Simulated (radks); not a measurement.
Species: Zn. Configuration: [Ar] 3d10 4s2 (the NIST ground configuration). Calculated with a radial shooting solver on a logarithmic mesh with Libxc functionals: non-relativistic Kohn-Sham, TPSS, spin-polarised, spherical densities, point nucleus; meta-GGA in the generalised Kohn-Sham scheme.

Normalised radial functions P(r) = r R(r), r in bohr:

| r | 3d | 4s |
|---|---|---|
| 0.004363 | 0.0000 | 0.0339 |
| 0.004998 | 0.0000 | 0.0381 |
| 0.005726 | 0.0001 | 0.0426 |
| 0.006561 | 0.0001 | 0.0476 |
| 0.007516 | 0.0001 | 0.0529 |
| 0.008611 | 0.0002 | 0.0585 |
| 0.009866 | 0.0003 | 0.0643 |
| 0.0113 | 0.0004 | 0.0703 |
| 0.01295 | 0.0006 | 0.0763 |
| 0.01496 | 0.0009 | 0.0823 |
| 0.01713 | 0.0013 | 0.0874 |
| 0.01963 | 0.0019 | 0.0916 |
| 0.02249 | 0.0028 | 0.0944 |
| 0.02577 | 0.0040 | 0.0954 |
| 0.02952 | 0.0059 | 0.0938 |
| 0.03382 | 0.0085 | 0.0891 |
| 0.03875 | 0.0122 | 0.0806 |
| 0.04439 | 0.0174 | 0.0677 |
| 0.05086 | 0.0246 | 0.0499 |
| 0.05827 | 0.0346 | 0.0270 |
| 0.06729 | 0.0492 | -0.0024 |
| 0.0771 | 0.0680 | -0.0342 |
| 0.08833 | 0.0928 | -0.0683 |
| 0.1012 | 0.1252 | -0.1022 |
| 0.1159 | 0.1668 | -0.1324 |
| 0.1328 | 0.2187 | -0.1548 |
| 0.1522 | 0.2821 | -0.1651 |
| 0.1744 | 0.3574 | -0.1590 |
| 0.1998 | 0.4441 | -0.1335 |
| 0.2289 | 0.5405 | -0.0878 |
| 0.2643 | 0.6493 | -0.0196 |
| 0.3028 | 0.7531 | 0.0575 |
| 0.3469 | 0.8513 | 0.1375 |
| 0.3975 | 0.9364 | 0.2086 |
| 0.4554 | 1.0000 | 0.2578 |
| 0.5217 | 1.0354 | 0.2739 |
| 0.5977 | 1.0384 | 0.2499 |
| 0.6848 | 1.0084 | 0.1846 |
| 0.7845 | 0.9500 | 0.0833 |
| 0.8988 | 0.8698 | -0.0442 |
| 1.03 | 0.7748 | -0.1851 |
| 1.189 | 0.6653 | -0.3332 |
| 1.363 | 0.5600 | -0.4580 |
| 1.561 | 0.4586 | -0.5573 |
| 1.788 | 0.3652 | -0.6237 |
| 2.049 | 0.2825 | -0.6535 |
| 2.347 | 0.2118 | -0.6462 |
| 2.689 | 0.1533 | -0.6050 |
| 3.081 | 0.1062 | -0.5353 |
| 3.53 | 0.0698 | -0.4462 |
| 4.044 | 0.0432 | -0.3500 |
| 4.671 | 0.0242 | -0.2537 |
| 5.351 | 0.0130 | -0.1752 |
| 6.131 | 0.0064 | -0.1124 |
| 7.024 | 0.0029 | -0.0660 |
| 8.047 | 0.0011 | -0.0352 |
| 9.22 | 0.0004 | -0.0168 |

3d: eigenvalue -10.529 eV, 0 radial nodes, <r> = 0.906 bohr, 90 % of the charge inside 1.60 bohr. 4s: eigenvalue -5.793 eV, 3 radial nodes at r = 0.0666, 0.274, 0.859 bohr, <r> = 2.69 bohr, 90 % of the charge inside 4.17 bohr.
